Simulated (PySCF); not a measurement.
F2HOS, SMILES [OH+]=S(F)F, charge +1. Geometry: B3LYP-D3(BJ)/def2-SVP. The isomer is the one that the SMILES or the coordinates give; other isomers of the formula were not compared.

Computed equilibrium geometry at B3LYP-D3(BJ)/def2-SVP (PySCF confirms it by a frequency run) as bond lengths and angles, and its point group:
point group Cs.
Atoms: O1 S2 F3 F4 H5. Bonded distances (Å): O1–S2 1.541, O1–H5 0.991, S2–F3 1.565, S2–F4 1.565. Angles (°): S2–O1–H5 121.0, O1–S2–F3 103.6, O1–S2–F4 103.6, F3–S2–F4 96.6.
Charge +1, spin multiplicity 1.
